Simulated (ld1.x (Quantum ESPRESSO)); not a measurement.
# Transferability test, RRKJ potential for iron (Fe)

iron, norm-conserving RRKJ (Kleinman–Bylander form), made with ld1.x (Quantum ESPRESSO) 7.5 (PBE, scalar-relativistic). Core [Ne], reference 3s2 3p6 3d6 4s1 4p1. Waves: 3p (bound): rc 1.35 bohr; 3d (bound): rc 1.20 bohr; 3s (bound): rc 1.30 bohr. Local part: the s channel. Core correction: none.

Occupied shells without a wave of their own: 4p, 4s. They enter only through the test configuration that unscreens the potential.

Energies are relative to the spin-unpolarised reference configuration 3s2 3p6 3d6 4s1 4p1; without spin polarisation the order of configurations can differ from experiment. The frozen-core shift is the all-electron ΔE with the core orbitals held at their reference shape minus the fully relaxed ΔE.

```tsv
valence configuration	charge	ΔE all-electron (eV)	error AE − PS (meV)	frozen-core shift (meV)
3s2 3p6 3d6 4s2 4p0	0	-4.105	+738	-0.5
3s2 3p6 3d6 4s1 4p0	+1	4.624	-185	+0.4
3s2 3p6 3d5 4s0 4p0	+3	55.050	-2544	-1.2
3s2 3p6 3d7 4s1 4p0	0	-4.896	-12	+2.5
3s2 3p6 3d7 4s0 4p0	+1	2.531	-937	+3.8
3s2 3p6 3d5 4s2 4p0	+1	10.102	+1169	-3.5
```

What are ΔE and the potential's error for 3s2 3p6 3d6 4s0 4p0?

ΔE = 20.827 eV all-electron; the error (AE − PS) is -1671 meV.

Levels in the configuration 3s2 3p6 3d7 4s1 4p0:

```json
{"level": "3s", "all-electron (eV)": "-89.480", "pseudo (eV)": "-89.619"}
{"level": "3p", "all-electron (eV)": "-55.644", "pseudo (eV)": "-55.780"}
{"level": "3d", "all-electron (eV)": "-3.814", "pseudo (eV)": "-3.939"}
{"level": "4s", "all-electron (eV)": "-4.255", "pseudo (eV)": "-4.940"}
```

The 4p, 4s levels have no wave, so the channel is fitted at the deeper level alone: the likely source of the large errors. A variational frozen-core shift is positive and of second order in the change. This column holds negative values, so the frozen-core run of ld1.x carries numerical noise or an error of first order here, and the column gives no more than the rough size of the effect.

The potential misses its own reference levels by up to 0.9 eV.
